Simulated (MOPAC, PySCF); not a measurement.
Dimer: SiH4 (SMILES [SiH4]) (first 5 atoms) with CH4O (SMILES CO); geometry from B3LYP-D3(BJ)/def2-TZVP, rigid monomers moved along the line of their centres of mass till Si1···O7 is 3.51 Å.
(charge 0, multiplicity 1):
| atom | x (Å) | y (Å) | z (Å) |
|---|---|---|---|
| Si | -0.1789 | -0.1402 | 0.2736 |
| H | -1.1339 | -0.8896 | 1.1193 |
| H | -0.3235 | 1.3151 | 0.4987 |
| H | -0.5125 | -0.4172 | -1.1472 |
| H | 1.2073 | -0.5807 | 0.5267 |
| C | -0.2193 | -0.3892 | 4.5252 |
| O | 0.4647 | 0.5074 | 3.6579 |
| H | -0.1044 | -0.1058 | 5.5762 |
| H | 0.2302 | -1.3700 | 4.3793 |
| H | -1.2852 | -0.4580 | 4.2858 |
| H | 0.0855 | 1.3866 | 3.7553 |

Interaction energies are E(AB) − E(A) − E(B) at the monomers' geometry in the complex; basis-set methods are counterpoise corrected. Rows marked so take none.

Rows in 6-31G*, STO-3G carry no dispersion term and start afresh at each structure (6-31G* with six Cartesian d functions). The state reached by AM1, PM7 isn't checked; PM7 holds dispersion and hydrogen-bond terms.

Run with MOPAC for AM1, PM7 (differences of heats of formation); PySCF for 6-31G* rows, STO-3G rows. Values without a source in brackets are computed.

**Question.** One of these levels gives -7.2 kJ/mol for the interaction energy. Which one is it?
A. HF/6-31G* (no counterpoise)
B. PM7
C. HF/STO-3G (no counterpoise)
D. AM1

**Answer.** A, HF/6-31G* (no counterpoise). The others give 3.2 (AM1), -4.4 (PM7), -2.0 (HF/STO-3G (no counterpoise))
